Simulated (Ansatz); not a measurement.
CH4FGeIn (`[F][GeH]1[CH2][InH]1`), relaxed with RKS PBE-D4/def2-SVP in Ansatz from a rough embedded geometry. The force threshold is 0.03 eV/Å; the program also tests the step.

Charge 0, multiplicity 1. In: def2 effective core potential.

Start:

```xyz
8

F    -1.399    1.653    0.408
Ge    0.192    1.160    0.017
C     0.270   -0.746    0.192
In   -0.345   -0.669   -1.596
H     1.238    1.821    0.956
H     0.232   -1.045    1.282
H     1.269   -1.157   -0.221
H    -1.457   -1.018   -1.039
```

| step | energy (eV) | largest force (eV/Å) | largest move (Å) |
| --- | --- | --- | --- |
| 1 | -65481.8164 | 12.170 | 0.000 |
| 2 | -65484.9029 | 3.797 | 0.193 |
| 3 | -65486.0716 | 1.240 | 0.195 |
| 4 | -65486.6564 | 0.910 | 0.192 |
| 5 | -65486.9842 | 0.620 | 0.195 |
| 6 | -65487.1793 | 0.476 | 0.200 |
| 7 | -65487.3392 | 0.318 | 0.193 |
| 8 | -65487.4485 | 0.334 | 0.200 |
| 9 | -65487.5125 | 0.312 | 0.195 |
| 10 | -65487.5328 | 0.644 | 0.192 |
| 11 | -65487.5535 | 0.507 | 0.039 |
| 13 | -65487.5809 | 0.126 | 0.088 |
| 15 | -65487.5856 | 0.083 | 0.036 |
| 17 | -65487.5878 | 0.090 | 0.023 |
| 19 (rejected) | -65487.5901 | 0.510 | 0.195 |
| 21 | -65487.5991 | 0.132 | 0.099 |
| 23 (rejected) | -65487.5939 | 0.323 | 0.200 |
| 25 (rejected) | -65487.6152 | 0.155 | 0.100 |
| 27 | -65487.6244 | 0.151 | 0.050 |
| 29 | -65487.6295 | 0.049 | 0.009 |
| 31 | -65487.6313 | 0.033 | 0.018 |
| 32 | -65487.6315 | 0.014 | 0.016 |

End:

```xyz
8

F    -0.655    1.962    1.729
Ge    0.051    1.172    0.301
C     0.523   -0.731    0.406
In   -0.923   -0.509   -1.386
H     1.189    2.112   -0.206
H    -0.159   -1.285    1.094
H     1.566   -1.066    0.570
H    -1.593   -1.655   -2.508
```

Hardware: 4 threads of an Intel Xeon Platinum 8259CL on a shared host. Wall time 55 s, peak host memory 0.19 GiB.
